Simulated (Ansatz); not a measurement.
`O[SiH](O)O[SiH2]F` → F• + 5 H• + 3 O• + 2 Si•  (atomization)

Program: Ansatz. Geometries: PBE0-D4/def2-TZVP. ΔE: electronic, gas phase. CCSD(T)/CBS adds triple-zeta CCSD(T) − MP2 to the extrapolated MP2 energy (def2 sets, frozen cores). This one scheme is used for every species, atoms too. DFT in def2-TZVPP. Open shells (•) are unrestricted, without spin–orbit coupling. Spin–orbit coupling would lower the free atoms: a little for F, O, Si. Each species was taken in one conformer, which may not be the lowest.

`O[SiH](O)O[SiH2]F`:

Cartesian coordinates in Å:
```
O 1.855 1.111 -1.121
Si 1.107 -0.115 -0.351
O 0.443 -1.211 -1.371
O -0.148 0.431 0.524
Si -1.606 0.137 1.165
F -1.717 0.967 2.519
H 1.328 1.713 -1.649
H 2.141 -0.713 0.510
H 1.021 -1.653 -1.993
H -2.667 0.627 0.261
H -1.756 -1.294 1.507
```

```
             level  ΔE (kcal/mol)  difference from CCSD(T)/CBS
           BLYP-D4         1042.4                        -15.8
            B97M-V         1047.9                        -10.3
           ωB97X-V         1051.8                         -6.4
           ωB97M-V         1052.0                         -6.2
               PBE         1045.0                        -13.2
              PBE0         1024.9                        -33.3
           r2SCANh         1038.5                        -19.7
             BHLYP         1003.6                        -54.6
CCSD(T)/def2-TZVPP         1024.2                        -34.0
     HF/def2-QZVPP          769.0                       -289.2
       CCSD(T)/CBS         1058.2                            0
```

Largest T1 diagnostic among the species: 0.012.

From PBE to PBE0 (25 % exact exchange), in def2-TZVPP and without D4, ΔE moves by −20.1 kcal/mol: exact exchange takes away binding that semilocal exchange gives to molecules. The D4 term adds +9.2 kcal/mol with B3LYP and +4.8 kcal/mol with PBE0; it sums over pairs of atoms, weighted by their polarisabilities, and B3LYP, whose exchange is more repulsive, gets the larger term. In def2-TZVPP, CCSD(T) changes the Hartree–Fock value by +259.1 kcal/mol (the triples alone add +14.4 kcal/mol) and MP2 by +289.8 kcal/mol; breaking electron pairs costs correlation energy, which Hartree–Fock lacks.

B3LYP here is the variant with VWN-RPA as its local correlation; programs differ in this.

For atomizations the MP2-based limit and the directly extrapolated one differ by several kJ/mol either way, and by 10 to 25 for some Ge, Se and Sn compounds, so smaller differences from it don't rank the levels.
